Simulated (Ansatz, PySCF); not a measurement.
System: CH2S, net charge 0, singlet state. SMILES: C=S
Geometry: optimised at B3LYP-D3(BJ)/def2-TZVP (Ansatz, a first-principles code).

Wanted: atomisation energy (electronic, to ground-state atoms), in kcal/mol. Cores are frozen in the correlated levels unless marked. Open shells are spin-unrestricted. No spin-orbit coupling. No relativistic terms. The coupled-cluster limit lacks core correlation, which all-electron functionals hold. CBS(X,Y): correlation extrapolated as X^-3; Hartree-Fock from the larger set.

```tsv
level	program	atomisation energy (kcal/mol)
HF/STO-3G	Ansatz	256.1
TPSS/def2-TZVPD	PySCF	327.7
PBE0/STO-3G	Ansatz	376.0
PBE0-D3(BJ)/def2-TZVP	Ansatz + dftd3	324.9
```

### Question
Estimate the value at CCSD(T)/CBS(aug-cc-pV(T+d)Z,aug-cc-pV(Q+d)Z) as computed with Ansatz.

### Answer
325.1 kcal/mol
